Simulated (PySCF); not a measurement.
## Spin-rotation constants: `[H][Ge]([H])([CH3])[O]C(C)(C)C`, C5H14GeO

Geometry:
```tsv
atom	x (Å)	y (Å)	z (Å)
Ge1	0.411	1.870	0.225
H2	0.468	1.982	1.738
H3	1.841	1.939	-0.277
C4	-0.785	3.173	-0.617
H5	-0.497	4.192	-0.376
H6	-1.806	3.013	-0.280
H7	-0.765	3.056	-1.698
O8	-0.330	0.360	-0.247
C9	0.008	-0.986	0.029
C10	-0.082	-1.263	1.530
C11	-1.022	-1.835	-0.723
C12	1.415	-1.304	-0.475
H13	0.098	-2.315	1.735
H14	0.662	-0.666	2.056
H15	-1.069	-0.991	1.897
H16	-2.022	-1.591	-0.374
H17	-0.836	-2.894	-0.561
H18	-0.967	-1.620	-1.787
H19	2.144	-0.708	0.074
H20	1.492	-1.058	-1.532
H21	1.641	-2.358	-0.336
```

Level of theory: GIAO BP86/def2-SVP magnetisability, rotational g tensor and spin-rotation constants, non-relativistic, gas phase in PySCF 2.14.0. Geometry: GFN2-xTB.

The calculation is non-relativistic, which matters for the atoms heavier than Zn.

(1) Give the nuclear spin-rotation constants along the inertial axes (H = +C I·J) beside the isotropic shieldings.

Results:

(1) Rotational constants 3.3811, 0.9714, 0.9173 GHz. A star marks the isotopologue with that one atom substituted, in its own axes.
| atom | isotope | Caa (kHz) | Cbb (kHz) | Ccc (kHz) | mean (kHz) | σ (ppm) |
| --- | --- | --- | --- | --- | --- | --- |
| H2 | 1H | -0.277 | -0.039 | 0.003 | -0.104 | 26.1 |
| H3 | 1H | -0.276 | -0.039 | 0.002 | -0.104 | 26.1 |
| H5 | 1H | 0.002 | -0.098 | -0.113 | -0.070 | 31.6 |
| H6 | 1H | -0.381 | -0.059 | -0.037 | -0.159 | 31.1 |
| H7 | 1H | -0.387 | -0.068 | -0.026 | -0.160 | 31.1 |
| H13 | 1H | 0.090 | -0.108 | -0.105 | -0.041 | 30.5 |
| H14 | 1H | -0.234 | -0.010 | -0.104 | -0.116 | 30.3 |
| H15 | 1H | -0.373 | -0.072 | -0.012 | -0.152 | 30.6 |
| H16 | 1H | -0.375 | -0.055 | -0.024 | -0.151 | 30.4 |
| H17 | 1H | 0.093 | -0.103 | -0.111 | -0.040 | 30.7 |
| H18 | 1H | -0.373 | -0.068 | -0.012 | -0.151 | 30.4 |
| H19 | 1H | -0.235 | -0.009 | -0.106 | -0.117 | 30.3 |
| H20 | 1H | -0.369 | -0.083 | -0.002 | -0.151 | 30.5 |
| H21 | 1H | 0.092 | -0.107 | -0.106 | -0.040 | 30.5 |
| Ge1 | 73Ge* | -0.847 | -0.268 | -0.273 | -0.463 | 1468.0 |
| C4 | 13C* | 0.329 | 0.100 | 0.104 | 0.178 | 192.1 |
| O8 | 17O* | -0.487 | -0.082 | -0.091 | -0.220 | 263.7 |
| C9 | 13C* | 0.555 | 0.231 | 0.221 | 0.336 | 119.4 |
| C10 | 13C* | 0.593 | 0.148 | 0.120 | 0.287 | 160.3 |

For the geometry as given, no vibrational averaging.
